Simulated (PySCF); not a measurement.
Compound: C₂H₆OSi.
SMILES: `O[SiH]1CC1`

Computed with MP2 and CCSD/aug-cc-pVDZ in PySCF, restricted Hartree–Fock reference, frozen core, non-relativistic, gas phase, PBE0-D3(BJ)/def2-SVP geometry.

E(HF) = -443.03400 Eh.

**Question.** How large is the problem?

**Answer.** 150 basis functions and 40 electrons; 8 orbitals frozen, which leaves o = 12 correlated occupied and v = 130 virtual orbitals. That is o·v = 1560 singles and o·v(o·v + 1)/2 = 1217580 distinct closed-shell doubles amplitudes before symmetry; the costliest CCSD step grows as o²v⁴ = 4.1 × 10^10.

**Question.** What are the MP2 and CCSD correlation energies?

**Answer.** MP2 -0.5973 Eh and CCSD -0.6378 Eh, which gives totals of -443.63133 and -443.67182 Eh. That is 0.723 eV for each correlated electron at CCSD (1675 kJ/mol in all, 0.144 % of the total energy); MP2 gives 93.7 % of the CCSD value.

**Question.** What is the T1 diagnostic?

**Answer.** 0.0120, below the customary warning level of 0.02. It is the norm of the spatial-orbital singles amplitudes over the root of the number of correlated electrons, so the norm is 0.059.

**Question.** How does correlation change the dipole moment?

**Answer.** HF gives 1.18 D and CCSD (unrelaxed density) 1.18 D, a change of 0.00 D.

Connected triples and the basis-set limit are missing.

The job also held the EOM ionisation roots. The run took 3.1 min on Arm Neoverse V2, one thread, on a shared host.

Conformer computed: `[OH:1][SiH:2]1[CH2:3][CH2:4]1`: H–O1–Si2–C3 33°.

One conformer stands for the species.
